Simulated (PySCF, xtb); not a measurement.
## Two structures of CH2GaSb

Structure a is a triplet given by its coordinates and structure b is `[CH2]=[Sb][Ga]`, a singlet. Both are isolated molecules in the gas phase, relaxed with PBE0-D4/def2-SVP.

a (Å):

```xyz
5

C    -0.7408    1.4890    0.6515
Ga   -2.0941    2.5947    1.7371
Sb   -1.6763    1.0263   -1.2417
H     0.1869    2.0632    0.4734
H    -0.4862    0.5497    1.1758
```

Close contacts (Å): C1–Ga2 2.06, C1–Sb3 2.16, Ga2–Sb3 3.39, C1–H4 1.11, C1–H5 1.11.

b (Å):

```yaml
atoms:
  - { symbol: C, position_ang: [-0.5509, 1.3162, 0.4627] }
  - { symbol: Ga, position_ang: [-2.8945, 1.9491, 1.5333] }
  - { symbol: Sb, position_ang: [-1.6358, 2.3798, -0.8500] }
  - { symbol: H, position_ang: [0.4569, 0.9474, 0.2299] }
  - { symbol: H, position_ang: [-0.8378, 1.0086, 1.4962] }
```

Q: Estimate E(b) − E(a) at the level CCSD(T)/def2-SVP + ΔMP2/def2-TZVPP.

A: CCSD(T)/def2-SVP + ΔMP2/def2-TZVPP gives E(b) − E(a) = −4.7 kcal/mol, favouring structure b, but this leans on the basis-set step: CCSD(T) alone gives +1.1 kcal/mol.

The same difference at several levels:

| level | geometry | E(b) − E(a) (kcal/mol) | departure from the last row (kcal/mol) | job, with rough time for the two |
| --- | --- | --- | --- | --- |
| HF/STO-3G | GFN2-xTB | +150.6 | +155.3 | single point, 8.9 s |
| r2SCAN-D4/def2-SVP | GFN2-xTB | +1.5 | +6.1 | single point, 2.2 min |
| PBE0-D4/def2-SVP | PBE0-D4/def2-SVP | +1.2 | +5.9 | optimisation, 1.8 min |
| HF/def2-SVP | PBE0-D4/def2-SVP | +26.3 | +31.0 | part of the CCSD(T) run |
| MP2/def2-SVP | PBE0-D4/def2-SVP | +0.6 | +5.3 | part of the CCSD(T) run |
| CCSD(T)/def2-SVP | PBE0-D4/def2-SVP | +1.1 | +5.8 | single point |
| CCSD(T)/def2-SVP + ΔMP2/def2-TZVPP | PBE0-D4/def2-SVP | −4.7 |  | single point, 2.9 min |

HF/STO-3G, r2SCAN-D4/def2-SVP, PBE0-D4/def2-SVP, HF/def2-SVP, MP2/def2-SVP, CCSD(T)/def2-SVP put the two in the other order. The largest departure from CCSD(T)/def2-SVP + ΔMP2/def2-TZVPP is that of HF/STO-3G, 155.3 kcal/mol. No reliable frequencies are at hand for a, so it isn't confirmed as a minimum. The last row adds to CCSD(T) the change of the MP2 difference between the two basis sets, here −5.8 kcal/mol, a large step that makes the value less sure. The triplet state of a needn't be its ground state.

Open shells are spin-unrestricted, with notable spin contamination under HF/STO-3G. The correlated steps freeze 14 core orbitals; the filled d shell of Ga and Sb is correlated, in a basis made for valence electrons. Atoms past krypton carry core potentials in the def2 sets, other sets are all-electron and non-relativistic, and no spin–orbit term is included. Programs: PySCF 2.14.0, xtb 6.7.1; the last row on 2 threads of Arm Neoverse V1 on a shared host.
